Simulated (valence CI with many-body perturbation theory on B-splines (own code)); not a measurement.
# Energy levels of Bi⁶⁰⁺

Calculated by valence CI with perturbative core correlation (CI+MBPT): five valence electrons over a frozen Dirac-Fock core [Ar], a basis of 7 s, 7 p, 8 d, 6 f, 4 g, 1 h functions for each j, with the one-electron correlation potential Σ1, the two-electron term Σ2, the three-electron term Σ3, Breit, model QED; selected CI, second order for the rest (own B-spline code, finite nucleus).

The last digits are not significant, and no measured levels were compared; by estimate large intervals hold to a few tenths of a per cent, small ones and those within an open d or f shell to about a per cent. The list stops below the first excitations out of the core. Only levels of the ground parity were solved; by the run's estimate the other parity begins above the list, which can be wrong where configurations are misplaced.

Levels 1 to 25 of 25, with energies above the lowest level, (3d3/2^4 3d5/2) J=5/2. "Leading %" is the weight of the configuration and term that name the level; weights of strongly mixed levels are sums over their largest components and can fall short. In the jj column 3d3/2^4 stands for four electrons in 3d with j = 3/2. Lifetimes count E1, E2, E3, M1 and M2 decay at the calculated energies, and are blank where another channel may lead or the interval is too uncertain; long ones can be off by a factor of two.

```tsv
No.	Configuration	Term	J	E (eV)	Leading %	Lifetime	Second component	g	Leading jj
1	3d5	2D	5/2	0.00	27		23 % 3d5 4P	1.239	3d3/2^4 3d5/2 (99 %)
2	3d5	6S	5/2	108.12	31	49.7 ns	22 % 3d5 2F	1.318	3d3/2^3 3d5/2^2 (98 %)
3	3d5	4G	7/2	120.92	30	113 ns	26 % 3d5 2F	1.157	3d3/2^3 3d5/2^2 (100 %)
4	3d5	2H	11/2	121.83	46		29 % 3d5 4G	1.088	3d3/2^3 3d5/2^2 (100 %)
5	3d5	4D	3/2	123.60	37	51.6 ns	27 % 3d5 4P	1.121	3d3/2^3 3d5/2^2 (100 %)
6	3d5	2G	9/2	129.01	35	177 μs	23 % 3d5 4G	1.123	3d3/2^3 3d5/2^2 (99 %)
7	3d5	2D	5/2	133.94	39	4.34 μs	22 % 3d5 4D	1.120	3d3/2^3 3d5/2^2 (98 %)
8	3d5	2F	7/2	138.74	39	1.68 μs	36 % 3d5 2G	1.060	3d3/2^3 3d5/2^2 (99 %)
9	3d5	4P	1/2	139.58	36	21.9 μs	35 % 3d5 2S	1.738	3d3/2^3 3d5/2^2 (96 %)
10	3d5	2D	3/2	160.69	66	834 ns	16 % 3d5 4F	0.802	3d3/2^3 3d5/2^2 (96 %)
11	3d5	6S	5/2	227.66	38	25.9 ns	26 % 3d5 4G	1.324	3d3/2^2 3d5/2^3 (97 %)
12	3d5	4G	11/2	237.79	51	67.3 ns	49 % 3d5 2I	1.087	3d3/2^2 3d5/2^3 (100 %)
13	3d5	4D	7/2	237.96	52	45.2 ns	43 % 3d5 4G	1.204	3d3/2^2 3d5/2^3 (100 %)
14	3d5	4G	9/2	240.32	65	67.4 ns	34 % 3d5 2G	1.136	3d3/2^2 3d5/2^3 (99 %)
15	3d5	2I	13/2	243.16	100	355 ns		1.062	3d3/2^2 3d5/2^3 (100 %)
16	3d5	4D	1/2	247.11	79	35.9 ns	18 % 3d5 2S	0.413	3d3/2^2 3d5/2^3 (99 %)
17	3d5	4P	3/2	248.33	54	27.7 ns	36 % 3d5 4F	1.153	3d3/2^2 3d5/2^3 (99 %)
18	3d5	2F	5/2	249.17	42	49.0 ns	34 % 3d5 4D	1.018	3d3/2^2 3d5/2^3 (99 %)
19	3d5	2H	9/2	255.04	53	44.2 ns	47 % 3d5 4F	1.092	3d3/2^2 3d5/2^3 (100 %)
20	3d5	2G	7/2	257.81	61	138 ns	36 % 3d5 2F	0.976	3d3/2^2 3d5/2^3 (100 %)
21	3d5	2D	3/2	260.63	82	106 ns	17 % 3d5 4D	0.856	3d3/2^2 3d5/2^3 (96 %)
22	3d5	4F	5/2	260.96	66	39.9 ns	26 % 3d5 2D	1.045	3d3/2^2 3d5/2^3 (99 %)
23	3d5	2G	7/2	268.25	49	82.8 ns	32 % 3d5 2F	1.022	3d3/2^2 3d5/2^3 (98 %)
24	3d5	4P	1/2	268.58	49	56.7 ns	43 % 3d5 2P	1.737	3d3/2^2 3d5/2^3 (94 %)
25	3d5	2G	9/2	278.59	81	148 ns	10 % 3d5 4F	1.100	3d3/2^2 3d5/2^3 (99 %)
```

The ionisation energy to 3d4 3P_0 of the next ion comes out as 6358.5 eV (NIST: 6358 ± 10 eV (theoretical)). All 25 levels together are meant to be complete up to 291.50 eV.
